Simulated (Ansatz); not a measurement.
`[SH][Ge][Br]`, relaxed with RKS PBE0-D4/def2-TZVP in the Gaussian-basis code of Ansatz from a PBE-D4/def2-SVP geometry. The force threshold is 0.005 eV/Å; the program also tests the step.

Total charge 0; spin multiplicity 1.

Start:

```xyz
4

S    -1.094    0.665   -0.817
Ge    1.118    0.811   -0.312
Br    1.317   -1.046    1.171
H    -1.340   -0.430   -0.042
```

Problem. By how much does the energy fall, and how many steps does the optimiser take? (Best estimate.)

Solution. Ansatz gave: 0.02 eV, in 5 steps.

Problem. Which bonds change most? (An estimate is asked.)

Solution. The calculation gave: S1–Ge2 from 2.274 to 2.237 Å; Ge2–Br3 from 2.386 to 2.358 Å; S1–H4 from 1.363 to 1.344 Å.

Problem. Give the relaxed structure. (Estimate.)

Solution. The calculation gave: 
```xyz
4

S    -1.074    0.655   -0.802
Ge    1.104    0.802   -0.310
Br    1.307   -1.032    1.158
H    -1.337   -0.424   -0.046
```
